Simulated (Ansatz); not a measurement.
Total energies of the cluster K2Se from Ansatz at CCSD(T)/def2-TZVPP, gas phase (1 Eh = 27.2114 eV = 2625.5 kJ/mol). The reference geometry is relaxed at r2SCAN-D4/def2-TZVP.

```tsv
atom	x (Å)	y (Å)	z (Å)
K1	-2.6250	-0.4086	-0.9163
K2	2.7396	0.1875	0.5974
Se3	-0.1145	0.2210	0.3189
```

| state | geometry | energy (Eh) |
| --- | --- | --- |
| charge 0 singlet | reference | -3598.86688 |
| charge 1 doublet | reference | -3598.69810 |
| charge 0 triplet | relaxed at r2SCAN-D4/def2-TZVP | -3598.82424 |
| charge 0 quintet | relaxed at r2SCAN-D4/def2-TZVP | -3598.71231 |
| free K atom (doublet) | – | -599.32595 |
| free Se atom (triplet) | – | -2400.05814 |

Correlated methods freeze 19 core orbitals; core or outer-core shells of K, Se are correlated, in sets that lack core-valence functions.

Problem. Work out the vertical ionisation energy to the doublet.

Solution. E(charge 1 doublet) − E(charge 0 singlet) = -3598.69810 − (-3598.86688) = 0.16878 Eh = 4.59 eV.

Problem. Which of the charge 0 states is lowest, and how far above it are the others?

Solution. The singlet. triplet: -3598.82424 − (-3598.86688) = 0.04264 Eh = 112.0 kJ/mol; quintet: -3598.71231 − (-3598.86688) = 0.15457 Eh = 405.8 kJ/mol. The triplet differs in its bonds from the reference. The quintet differs in its bonds from the reference.

Problem. What is the binding energy per atom against free atoms?

Solution. Atoms: 2 × (-599.32595) + 1 × (-2400.05814) = -3598.71004 Eh. Binding: -3598.71004 − (-3598.86688) = 0.15684 Eh = 4.27 eV, or 1.42 eV for each of 3 atoms (no zero-point energy, no counterpoise term).

The structure comes from a short search, and lower isomers may exist.
